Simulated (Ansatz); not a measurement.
`[NH2][Sn]([NH2])([F])[F]` + NH₃ → `[NH2][Sn]([NH2])([NH2])[F]` + H–F  (ligand exchange at the Sn–F bond)

Isolated molecules relaxed with PBE0-D4/def2-TZVP in Ansatz; ΔE leaves out vibrations. CBS: MP2 limit from def2 TZ/QZ plus the TZ coupled-cluster correction, frozen cores. This one scheme is used for every species. DFT in def2-TZVPP. B3LYP here is the variant with VWN-RPA as its local correlation; programs differ in this. HSE06 is defined as in plane-wave codes. def2 core potentials past Kr. For Sn outer-core shells are correlated without core-valence functions, which leaves a few kJ/mol of doubt a bond. One conformer a species, not always the lowest.

| level | ΔE (kJ/mol) | difference from CCSD(T)/CBS |
| --- | --- | --- |
| LDA (SPW92) | 49.6 | -2.0 |
| BLYP-D4 | 62.1 | 10.5 |
| r2SCAN-D4 | 62.9 | 11.3 |
| B3LYP-D4 | 59.6 | 8.0 |
| HSE06-D4 | 53.6 | 2.0 |
| PBE | 60.7 | 9.1 |
| HSE06 | 56.7 | 5.1 |
| CAM-B3LYP | 64.8 | 13.2 |
| LC-ωPBE | 61.1 | 9.5 |
| CCSD/def2-TZVPP | 50.8 | -0.8 |
| CCSD(T)/CBS | 51.6 | 0 |

Largest T1 diagnostic among the species: 0.014.

At CCSD(T), def2-SVP lies +9.6 kJ/mol from the extrapolated value and def2-TZVPP −2.4 kJ/mol. Leaving LDA and LC-ωPBE aside and taking each functional with its dispersion term where it has one, the values, not all of them listed here, spread over 19.6 kJ/mol, from PBE-QIDH to B97M-V. LDA lies −11.1 kJ/mol from PBE without D4. From BLYP to BHLYP (50 % exact exchange), in def2-TZVPP and without D4, ΔE moves by −5.2 kJ/mol.
